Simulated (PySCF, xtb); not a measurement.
C2H8O2Si, SMILES C[Si@H](O)CO.

GFN2-xTB in xtb at its own geometry gives an orbital gap of 6.02 eV and a dipole moment of 3.49 D.

Geometry optimised at B3LYP-D3(BJ)/def2-SVP. The structure was generated by enumeration; whether it is a known compound was not checked. One conformer was computed; it need not be the lowest.

### Question
What does HF/def2-TZVP (PySCF) give? (An estimate is asked for; the answer gives what the named calculation found.)

### Answer
gap 14.15 eV (levels -10.95 and 3.20 eV), dipole 2.93 D.
